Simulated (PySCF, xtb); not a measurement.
C3H2F3, SMILES F[C](F)/C=C/F, multiplicity 2. Other conformers were not sampled.

Harmonic wavenumbers (cm⁻¹) from GFN2-xTB in xtb at its own minimum, in rising order: 148, 183, 214, 361, 370, 431, 546, 616, 894, 900, 1112, 1158, 1208, 1245, 1452, 1564, 3103, 3121.

**Question.** What does PBE0-D3(BJ)/def2-SVP run with PySCF give at its own minimum? (An estimate is asked for; the answer gives what the named calculation found.)

**Answer.** 163, 177, 212, 381, 398, 486, 602, 618, 859, 942, 1172, 1188, 1274, 1406, 1528, 1645, 3239, 3251. Paired by order, the mean absolute difference is 55 cm⁻¹ and the zero-point energies are 26.6 and 27.9 kcal/mol.
